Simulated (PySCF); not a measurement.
## Correlation energy of B (boron, neutral)

[He] 2s1 2p1 3d1, one real determinant (an excited configuration). Computed with PySCF 2.14 in dyall-acv3z, with no relativity, point nucleus. Frozen: 1s2; 3 electrons correlated; the 18 highest virtual orbitals of each spin left out.

```
  level  correlation energy (mhartree)
   CCSD                         -10.82
    (T)                          -0.17
CCSD(T)                         -10.99
```

Diagnostics: T1 = 0.0080, D1 = 0.0178, largest double amplitude 0.055.

The real determinant used has ⟨L²⟩ near 8 against 12 for a pure F term, so it mixes terms. The outer electron is Rydberg-like, and this basis confines it to a smaller radius and binds it less than a complete one would.

Cost of the coupled-cluster step: about 3 core-seconds, for 3 correlated electrons.

Iterations:

```
CC2 = 0
CCSD nocc = (np.int64(3), np.int64(0)), nmo = (57, 57)
frozen orbitals [[0, 58, 59, 60, 61, 62, 63, 64, 65, 66, 67, 68, 69, 70, 71, 72, 73, 74, 75], [0, 58, 59, 60, 61, 62, 63, 64, 65, 66, 67, 68, 69, 70, 71, 72, 73, 74, 75]]
max_cycle = 100
direct = 0
conv_tol = 1e-08
conv_tol_normt = 1e-06
diis_space = 8
diis_start_cycle = 0
Init t2, MP2 energy = -0.00651165453605244
Init E_corr(UCCSD) = -0.00651165453815023
cycle = 1  E_corr(UCCSD) = -0.00879009942346149  dE = -0.00227844489  norm(t1,t2) = 0.0285197
cycle = 2  E_corr(UCCSD) = -0.00974650280816771  dE = -0.000956403385  norm(t1,t2) = 0.015579
cycle = 3  E_corr(UCCSD) = -0.0107756233214308  dE = -0.00102912051  norm(t1,t2) = 0.00938062
cycle = 4  E_corr(UCCSD) = -0.0107598898436065  dE = 1.57334778e-05  norm(t1,t2) = 0.00265958
cycle = 5  E_corr(UCCSD) = -0.0107820942753326  dE = -2.22044317e-05  norm(t1,t2) = 0.00119127
cycle = 6  E_corr(UCCSD) = -0.010774991508182  dE = 7.10276715e-06  norm(t1,t2) = 0.00103545
cycle = 7  E_corr(UCCSD) = -0.0108059621093259  dE = -3.09706011e-05  norm(t1,t2) = 0.000981252
cycle = 8  E_corr(UCCSD) = -0.0107745513829072  dE = 3.14107264e-05  norm(t1,t2) = 0.000806128
cycle = 9  E_corr(UCCSD) = -0.0108367123265557  dE = -6.21609436e-05  norm(t1,t2) = 0.000462829
cycle = 10  E_corr(UCCSD) = -0.0108226815094684  dE = 1.40308171e-05  norm(t1,t2) = 0.000143028
cycle = 11  E_corr(UCCSD) = -0.0108229355128105  dE = -2.54003342e-07  norm(t1,t2) = 1.95376e-05
cycle = 12  E_corr(UCCSD) = -0.0108229052026291  dE = 3.03101814e-08  norm(t1,t2) = 7.83921e-06
cycle = 13  E_corr(UCCSD) = -0.0108229252750403  dE = -2.00724112e-08  norm(t1,t2) = 2.43307e-06
cycle = 14  E_corr(UCCSD) = -0.0108229229820878  dE = 2.2929525e-09  norm(t1,t2) = 6.9201e-07
UCCSD converged
E(UCCSD) = -24.14818595577038  E_corr = -0.01082292298208785
UCCSD(T) correction = -0.000170100489451104
```

The reference is one real determinant that mixes LS terms of this configuration.
